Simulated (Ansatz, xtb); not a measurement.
Two isomers of CH8NSi2+

Structure I is `C/[SiH]=[NH+]/[SiH3]`, a singlet and structure II is `C1[SiH2][NH2+][SiH2]1`, a singlet. Both are isolated ions in the gas phase, relaxed with B3LYP-D3(BJ)/def2-SVP; each stands in its lowest conformer found.

Question: Estimate which is lower in electronic energy at CCSD(T)/def2-SVP + ΔMP2/def2-TZVPP, and by roughly how much.

Answer: The CCSD(T)/def2-SVP + ΔMP2/def2-TZVPP calculation puts structure II lower, by 51.1 kJ/mol.

Level by level:

```tsv
level	geometry	E(II) − E(I) (kJ/mol)	departure from the last row (kJ/mol)	job, with rough time for the two
GFN2-xTB	GFN2-xTB	+51.4	+102.4	optimisation, 0.35 s
HF/STO-3G	GFN2-xTB	−143.0	−91.9	single point, 0.3 s
r2SCAN-D4/def2-SVP	GFN2-xTB	−54.1	−3.0	single point, 3.8 s
B3LYP-D3(BJ)/def2-SVP	B3LYP-D3(BJ)/def2-SVP	−49.6	+1.5	optimisation, 42 s
HF/def2-SVP	B3LYP-D3(BJ)/def2-SVP	−44.0	+7.1	part of the CCSD(T) run
MP2/def2-SVP	B3LYP-D3(BJ)/def2-SVP	−55.9	−4.8	part of the CCSD(T) run
CCSD(T)/def2-SVP	B3LYP-D3(BJ)/def2-SVP	−52.9	−1.8	single point
CCSD(T)/def2-SVP + ΔMP2/def2-TZVPP	B3LYP-D3(BJ)/def2-SVP	−51.1		single point, 23 s
```

As drawn, II has 1 C–Si, 1 N–Si, 1 N–H in place of 1 N=Si, 1 C–H. Structure I has no ring, II a 4-membered ring.

GFN2-xTB puts the two in the other order. The largest departure from CCSD(T)/def2-SVP + ΔMP2/def2-TZVPP is that of GFN2-xTB, 102.4 kJ/mol. The last row adds to CCSD(T) the change of the MP2 difference between the two basis sets, here +1.8 kJ/mol.

With harmonic frequencies from B3LYP-D3(BJ)/def2-SVP (ideal gas, rigid rotor, one conformer each, 298.15 K, 1 atm): on the last row, ΔE + ΔZPE = −43.5, ΔH = −47.3, ΔG = −36.8 kJ/mol.

The correlated steps freeze 12 core orbitals. Run with Ansatz 0.2.0, xtb 6.7.1; the last row on 2 threads of Arm Neoverse V1 on a shared host.
